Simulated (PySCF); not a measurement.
Task: Give a GFN2-xTB geometry of InChI=1S/C5H6F2O/c1-2-3-4-8-5(6)7/h2-5H,1H2/b4-3-.

Result: 
```
atom  x, y, z in Å
C1    -2.9548   -0.1272    0.1348
C2    -1.6329   -0.2545    0.1794
C3    -0.7219    0.8143   -0.1587
C4     0.6053    0.7074   -0.1292
O5     1.2341   -0.4613    0.2630
C6     2.5539   -0.5534    0.0297
F7     3.0959   -1.3943    0.9213
F8     2.8055   -1.0971   -1.1916
H9    -3.6124   -0.9399    0.3890
H10   -3.4231    0.7985   -0.1579
H11   -1.1731   -1.1862    0.4750
H12   -1.1467    1.7621   -0.4531
H13    1.2685    1.5213   -0.3952
H14    3.1009    0.4099    0.0714
```

Any rigid rotation of these coordinates is as good. Atoms count from 1 in this order. The 2 C–F bonds span 1.340 Å (C6–F7, drawn single) to 1.360 Å (C6–F8, drawn single), a spread of 0.020 Å. O5 (ether oxygen) is bent (angle 117.1°). The C–C distances run from 1.329 Å (C1=C2, drawn double) to 1.445 Å (C2–C3, drawn single), a spread of 0.116 Å. The C–O distances run from 1.343 Å (O5–C6, drawn single) to 1.384 Å (C4–O5, drawn single), a spread of 0.041 Å.

Bonds between heavy atoms (Å): C1=C2 1.329, C2–C3 1.445, C3=C4 1.332, C4–O5 1.384, O5–C6 1.343, C6–F7 1.340, C6–F8 1.360.

The geometry is computed with GFN2-xTB (gas phase).

Point group: C1 (no symmetry element, even within 0.4 Å). Whether it is a minimum is left open (no frequencies). One conformer, not necessarily the lowest (C1–C2–C3–C4 180°, C3–C4–O5–C6 168°, C4–O5–C6–F7 154°).
